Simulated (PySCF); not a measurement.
Species: C₃HN₃Se.
Numbering: `[N:1]#[C:2][c:3]1[cH:4][n:5][se:6][n:7]1` (hydrogens: H8 on C4)

Geometry (PBE0-D3(BJ)/def2-SVP, Å), atoms numbered from 1 in this order:
```xyz
8
C3HN3Se angstrom
N      3.1330   -0.3917    0.1334
C      1.9747   -0.3811    0.1428
C      0.5430   -0.3196    0.1473
C     -0.1923    0.9146   -0.0383
N     -1.4885    0.8129   -0.0089
Se    -1.8859   -0.9167    0.2651
N     -0.1718   -1.4049    0.3242
H      0.2860    1.8863   -0.1949
```

Level: PBE0/def2-SVPD in PySCF, non-relativistic, on one gas-phase PBE0-D3(BJ)/def2-SVP geometry that isn't relaxed in the solvent. The solvent is an IEF-PCM continuum (van der Waals radii × 1.2), and excitations are vertical TDDFT with non-equilibrium linear response and a frozen core. Only the electrostatic response of the medium enters. Spin–orbit coupling is left out although an atom past zinc is present.

Gas-phase singlets (H = HOMO, L = LUMO):

```
state  E (eV)  λ (nm)      f  leading configurations
   S1   4.657     266  0.000               H-1→L 96%
   S2   4.712     263  0.204                 H→L 93%
   S3   5.161     240  0.000               H→L+1 98%
   S4   5.363     231  0.000               H-3→L 95%
   S5   6.059     205  0.000               H-4→L 88%
```

**Question.** What are the lowest 5 singlets in chloroform (ε = 4.711)?

**Answer.** 
| state | E (eV) | λ (nm) | f | leading configurations | change by rank (eV) |
| --- | --- | --- | --- | --- | --- |
| S1 | 4.588 | 270 | 0.287 | H→L 95% | -0.069 |
| S2 | 4.716 | 263 | 0.000 | H-1→L 95% | +0.004 |
| S3 | 5.205 | 238 | 0.000 | H→L+1 98% | +0.044 |
| S4 | 5.369 | 231 | 0.000 | H-3→L 95% | +0.006 |
| S5 | 6.058 | 205 | 0.033 | H-2→L 72%, H→L+2 22% | -0.001 |

**Question.** Give the list for methanol (ε = 32.61), n² = 1.77.

**Answer.** 
```tsv
state	E (eV)	λ (nm)	f	leading configurations	change by rank (eV)
S1	4.598	270	0.273	H→L 95%	-0.059
S2	4.746	261	0.000	H-1→L 94%	+0.034
S3	5.226	237	0.000	H→L+1 98%	+0.065
S4	5.374	231	0.000	H-3→L 94%	+0.011
S5	6.066	204	0.036	H-2→L 67%, H→L+2 27%	+0.007
```

**Question.** The ground-state energy changes by -0.291 eV from gas to methanol. By how much does the total energy of gas-phase S2 change?

**Answer.** E(S2) = E(S0) + excitation energy, so it changes by -0.291 − 0.114 = -0.405 eV: it is lowered more than the ground state, which is what a red shift means. This is the vertical state, with the slow part of the continuum still set for S0.

**Question.** How do the frontier levels move from gas to methanol?

**Answer.** 
```json
{"orbital": "LUMO+2", "gas (eV)": "-0.93", "solvent (eV)": "-0.73", "change (eV)": "+0.20", "Löwdin shares, gas": "C4 28 %, N5 21 %, N1 14 %, C2 12 %", "Löwdin shares, solvent": "C4 29 %, N5 22 %, N1 14 %, C2 13 %"}
{"orbital": "LUMO+1", "gas (eV)": "-1.51", "solvent (eV)": "-1.13", "change (eV)": "+0.38", "Löwdin shares, gas": "Se6 68 %, N7 11 %, N5 11 %", "Löwdin shares, solvent": "Se6 64 %, N7 11 %, N5 10 %, N1 4 %"}
{"orbital": "LUMO", "gas (eV)": "-2.87", "solvent (eV)": "-2.65", "change (eV)": "+0.22", "Löwdin shares, gas": "N7 28 %, Se6 22 %, N5 17 %, C3 14 %", "Löwdin shares, solvent": "N7 28 %, Se6 22 %, N5 15 %, C3 14 %"}
{"orbital": "HOMO", "gas (eV)": "-8.23", "solvent (eV)": "-7.94", "change (eV)": "+0.29", "Löwdin shares, gas": "Se6 47 %, C3 13 %, C4 12 %, N1 9 %", "Löwdin shares, solvent": "Se6 48 %, C3 14 %, C4 12 %, N1 8 %"}
{"orbital": "HOMO-1", "gas (eV)": "-9.26", "solvent (eV)": "-9.10", "change (eV)": "+0.16", "Löwdin shares, gas": "N5 48 %, N7 26 %, Se6 8 %, C4 6 %", "Löwdin shares, solvent": "N5 52 %, N7 22 %, Se6 8 %, C4 7 %"}
{"orbital": "HOMO-2", "gas (eV)": "-9.73", "solvent (eV)": "-9.56", "change (eV)": "+0.17", "Löwdin shares, gas": "N7 32 %, N5 22 %, C4 11 %, N1 11 %", "Löwdin shares, solvent": "N7 32 %, N5 26 %, C4 12 %, C3 10 %"}
{"orbital": "HOMO-3", "gas (eV)": "-9.93", "solvent (eV)": "-9.74", "change (eV)": "+0.19", "Löwdin shares, gas": "N7 38 %, Se6 16 %, C4 11 %, C3 11 %", "Löwdin shares, solvent": "N7 41 %, Se6 19 %, C4 12 %, C3 11 %"}
```

The HOMO–LUMO gap goes from 5.36 to 5.29 eV.
